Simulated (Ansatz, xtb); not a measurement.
## Ranking isomers of C4H5BO2

6 gas-phase structures of C4H5BO2, from a drawn sample of its isomers (lower ones may exist). Each was relaxed with GFN2-xTB:

A. `Bc1ccoc1O`, a singlet
B. `Bc1ccc(O)o1`, a singlet
C. `Bc1cocc1O`, a singlet
D. `Bc1coc(O)c1`, a singlet
E. `Bc1occc1O`, a singlet
F. `Bc1cc(O)co1`, a singlet

Problem. Make a reasoned guess at their ranking by r2SCAN-D4/def2-SVP single-point energy.

Solution. Calculated order at r2SCAN-D4/def2-SVP: B (0.0), A (9.8), E (16.6), D (28.2), F (33.1), C (34.0) kJ/mol. Less than 1 kcal/mol parts F and C, so the order within that pair means little.

Energies above the lowest of each column, in kJ/mol; the last columns are at PBE0-D3(BJ)/def2-SVP geometries:

```json
{"structure": "B", "GFN2-xTB": "0.0", "HF/STO-3G": "3.6", "r2SCAN-D4/def2-SVP": "0.0", "PBE0-D3(BJ)/def2-SVP": "0.0", "CCSD(T)/def2-SVP + ΔMP2/def2-TZVPP": "0.0"}
{"structure": "A", "GFN2-xTB": "0.2", "HF/STO-3G": "0.0", "r2SCAN-D4/def2-SVP": "9.8", "PBE0-D3(BJ)/def2-SVP": "8.1", "CCSD(T)/def2-SVP + ΔMP2/def2-TZVPP": "4.8"}
{"structure": "E", "GFN2-xTB": "3.3", "HF/STO-3G": "12.9", "r2SCAN-D4/def2-SVP": "16.6", "PBE0-D3(BJ)/def2-SVP": "17.7", "CCSD(T)/def2-SVP + ΔMP2/def2-TZVPP": "17.5"}
{"structure": "D", "GFN2-xTB": "9.3", "HF/STO-3G": "18.3", "r2SCAN-D4/def2-SVP": "28.2", "PBE0-D3(BJ)/def2-SVP": "25.9", "CCSD(T)/def2-SVP + ΔMP2/def2-TZVPP": "18.7"}
{"structure": "F", "GFN2-xTB": "10.3", "HF/STO-3G": "31.1", "r2SCAN-D4/def2-SVP": "33.1", "PBE0-D3(BJ)/def2-SVP": "34.4", "CCSD(T)/def2-SVP + ΔMP2/def2-TZVPP": "29.9"}
{"structure": "C", "GFN2-xTB": "12.7", "HF/STO-3G": "28.0", "r2SCAN-D4/def2-SVP": "34.0", "PBE0-D3(BJ)/def2-SVP": "32.1", "CCSD(T)/def2-SVP + ΔMP2/def2-TZVPP": "28.0"}
```

CCSD(T)/def2-SVP + ΔMP2/def2-TZVPP puts B lowest; HF/STO-3G picks A. CCSD(T)/def2-SVP + ΔMP2/def2-TZVPP orders those it was run on as B (0.0), A (4.8), E (17.5), D (18.7), C (28.0), F (29.9) kJ/mol. Less than 1 kcal/mol parts E and D; C and F, so the order within those pairs means little. Flexible structures stand in one conformer each, not always the lowest. ΔMP2 is the change of the MP2 energy from the smaller to the larger basis.

Over these structures GFN2-xTB departs from r2SCAN-D4/def2-SVP by 6.7 kJ/mol on average once a common shift is removed. A GFN2-xTB relaxation took about 0.66 s and the r2SCAN-D4/def2-SVP energy about 7.6 s on a shared host (Ansatz 0.2.0, xtb 6.7.1).
